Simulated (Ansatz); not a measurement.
Reaction (atomization): `[Cl][AlH][Al]1[SiH2][SiH2]1` → 2 Al• + Cl• + 5 H• + 2 Si•

Isolated molecules relaxed with PBE0-D4/def2-TZVP in Ansatz; ΔE leaves out vibrations. CCSD(T)/CBS adds triple-zeta CCSD(T) − MP2 to the extrapolated MP2 energy (def2 sets, frozen cores). This one scheme is used for every species, atoms too. Functionals use def2-TZVPP. B3LYP here is the variant with VWN-RPA as its local correlation; programs differ in this. No spin–orbit coupling; open shells (•) take unrestricted orbitals. Spin–orbit coupling would lower the free atoms: a little for Al, Cl, Si. One conformer a species, not always the lowest.

Task: What is ΔE at CCSD(T)/CBS? (An estimate is asked.)

Result: Ansatz gave: +27.44 eV.

Task: What do these levels give: LDA (SPW92), PBE-D4, B3LYP-D4, B2PLYP, BLYP, r2SCAN0, MP2/def2-SVP, CCSD/def2-SVP, CCSD/def2-TZVPP, HF/def2-QZVPP, MP2/CBS(def2), CCSD/CBS(def2)? (An estimate is asked.)

Result: Ansatz gave: LDA (SPW92) 30.53, PBE-D4 27.32, B3LYP-D4 27.02, B2PLYP 26.67, BLYP 26.08, r2SCAN0 27.32, MP2/def2-SVP 25.22, CCSD/def2-SVP 24.95, CCSD/def2-TZVPP 26.15, HF/def2-QZVPP 20.33, MP2/CBS(def2) 27.42, CCSD/CBS(def2) 27.00 eV.

Largest T1 diagnostic among the species: 0.018.

At CCSD(T), def2-SVP lies −2.17 eV from the extrapolated value and def2-TZVPP −0.86 eV: correlation converges slowly with the basis, and small sets miss more of it in the bonded molecule than in its fragments. From BLYP to BHLYP (50 % exact exchange), in def2-TZVPP and without D4, ΔE moves by +0.27 eV. The D4 term adds +0.44 eV with B3LYP and +0.23 eV with PBE0; it sums over pairs of atoms, weighted by their polarisabilities, and B3LYP, whose exchange is more repulsive, gets the larger term.

For atomizations the MP2-based limit and the directly extrapolated one differ by several kJ/mol either way, and by 10 to 25 for some Ge, Se and Sn compounds, so smaller differences from it don't rank the levels.
